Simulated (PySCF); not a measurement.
Correlation energy of Kr+ (krypton, charge +1)

[Ar] 3d10 4s2 4p5, 2P determinant. Calculation: PySCF 2.14, in cc-pVTZ-PP with ECP10MDF; a scalar-relativistic core potential. Frozen: 3s2 3p6 3d10; 7 electrons correlated.

MP2 pair energies summed by pair of shells (mhartree):

| pair | energy | share (%) |
| --- | --- | --- |
| 4p-4p | -86.08 | 61.9 |
| 4s-4p | -45.10 | 32.4 |
| 4s-4s | -7.92 | 5.7 |

Total MP2 correlation energy: -139.11 mhartree.

Same-spin part -31.62 and opposite-spin part -107.49 mhartree; SCS-MP2 scales them by 1/3 and 6/5 to -139.52 mhartree.

```tsv
level	correlation energy (mhartree)
CCSD	-158.92
(T)	-4.01
CCSD(T)	-162.93
```

Diagnostics: T1 = 0.0055, D1 = 0.0186, largest double amplitude 0.047.

Question: Is a single reference adequate?

Answer: Yes, within this model without spin-orbit coupling: T1 lies below 0.03 and no double amplitude reaches 0.07.
